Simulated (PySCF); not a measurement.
Compound: C₇H₁₂FO₂ (charge +1).
Atom-mapped SMILES: `[CH3:1][CH2:2][C@H:3]([F:4])[CH2:5][C+:6]1[O:7][CH2:8][CH2:9][O:10]1` (hydrogens: H11, H12, H13 on C1; H14, H15 on C2; H16 on C3; H17, H18 on C5; H19, H20 on C8; H21, H22 on C9)

Method used: PBE0-D3(BJ)/def2-SVP geometry optimisation, gas phase (PySCF 2.14.0).

Task: What internal coordinates does the optimisation give?

Result: 
| bond | length (Å) | order |
| --- | --- | --- |
| C1–C2 | 1.520 | single |
| C2–C3 | 1.509 | single |
| C3–F4 | 1.385 | single |
| C3–C5 | 1.541 | single |
| C5–C6 | 1.469 | single |
| C6–O7, C6–O10 | 1.276 | single |
| O7–C8, C9–O10 | 1.456 | single |
| C8–C9 | 1.533 | single |
| C1–H11, C1–H12, C1–H13 | 1.099 | single |
| C2–H14 | 1.103 | single |
| C2–H15 | 1.103 | single |
| C3–H16 | 1.104 | single |
| C5–H17 | 1.098 | single |
| C5–H18 | 1.101 | single |
| C8–H19, C9–H22 | 1.097 | single |
| C8–H20, C9–H21 | 1.097 | single |

Bonds in one row agree within 0.01 Å and their mean is given. Orders are formal, as drawn. A selection of angles:
| angle | degrees |
| --- | --- |
| C1–C2–C3 | 112.5 |
| C2–C3–F4 | 110.7 |
| C2–C3–C5 | 112.7 |
| F4–C3–C5 | 105.8 |
| C3–C5–C6 | 108.3 |
| C5–C6–O7 | 122.3 |
| O7–C6–O10 | 115.6 |
| C6–O7–C8 | 109.8 |
| O7–C8–C9 | 102.4 |

Dihedral angles: C1–C2–C3–F4 -62° (synclinal); C2–C3–C5–C6 164° (antiperiplanar); C3–C5–C6–O7 -111° (anticlinal); C5–C6–O7–C8 176° (antiperiplanar); C6–O7–C8–C9 3° (synperiplanar); O7–C8–C9–O10 -2° (synperiplanar); C8–C9–O10–C6 1° (synperiplanar); C5–C6–O10–C9 -177° (antiperiplanar).

C6 (carbon bonded to C and 2 O) is planar (angles 122.3°, 122.0° and 115.6°, sum 359.9°, 0.02 Å off the plane of its three neighbours). The 5-membered ring C6–O7–C8–C9–O10 has internal angles of 102.4° to 115.6°; it is almost planar, 0.01 Å rms from its mean plane, widest ring torsion 3°. The C–C distances run from 1.469 Å (C5–C6, drawn single) to 1.541 Å (C3–C5, drawn single), a spread of 0.072 Å. The C–O distances run from 1.274 Å (C6–O7, drawn single) to 1.456 Å (C9–O10, drawn single), a spread of 0.182 Å. Of the pairs four or more bonds apart, F4···H12 is among the closest relative to their van der Waals radii: 2.64 Å, 99 % of the sum of Bondi's values.

Point group: C1 (no symmetry element, even within 0.4 Å). Stationary, but not proved a minimum.

One conformer stands for the species.
